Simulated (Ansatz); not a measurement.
One change: `N[SiH]([SiH3])Cl` becomes `CN[SiH](N)[SiH3]`.

Ansatz, PBE0-D4/def2-TZVP geometries, multiplicity 1. Each molecule was computed in one conformer, which needn't be the lowest.

```
                                        property  `N[SiH]([SiH3])Cl`
size of the dipole moment (B3LYP/def2-TZVPP) / D                1.94
             LUMO energy (B3LYP/def2-TZVPP) / eV               -0.42
               LUMO energy (PBE/def2-TZVPP) / eV               -1.05
              HOMO energy (PBE0/def2-TZVPP) / eV               -7.90
               HOMO energy (PBE/def2-TZVPP) / eV               -6.57
  size of the dipole moment (PBE/def2-TZVPP) / D                1.95
```

Task: What does the change do to each property? (Best estimate.)

Result: The calculation gave: 
```json
{"property": "size of the dipole moment (B3LYP/def2-TZVPP) / D", "`CN[SiH](N)[SiH3]`": "1.46", "shift": "-0.48"}
{"property": "LUMO energy (B3LYP/def2-TZVPP) / eV", "`CN[SiH](N)[SiH3]`": "0.12", "shift": "0.54"}
{"property": "LUMO energy (PBE/def2-TZVPP) / eV", "`CN[SiH](N)[SiH3]`": "-0.51", "shift": "0.54"}
{"property": "HOMO energy (PBE0/def2-TZVPP) / eV", "`CN[SiH](N)[SiH3]`": "-6.46", "shift": "1.44"}
{"property": "HOMO energy (PBE/def2-TZVPP) / eV", "`CN[SiH](N)[SiH3]`": "-5.23", "shift": "1.34"}
{"property": "size of the dipole moment (PBE/def2-TZVPP) / D", "`CN[SiH](N)[SiH3]`": "1.56", "shift": "-0.39"}
```

With PBE0 the HOMO rises by 1.44 eV and the LUMO rises by 0.55 eV, so the gap narrows by about 0.89 eV. PBE moves the HOMO by 1.34 eV and ωB97M-V by 1.36 eV. Dipoles are sizes alone; their direction can turn.

B3LYP here is the variant with VWN-RPA as its local correlation; programs differ in this.
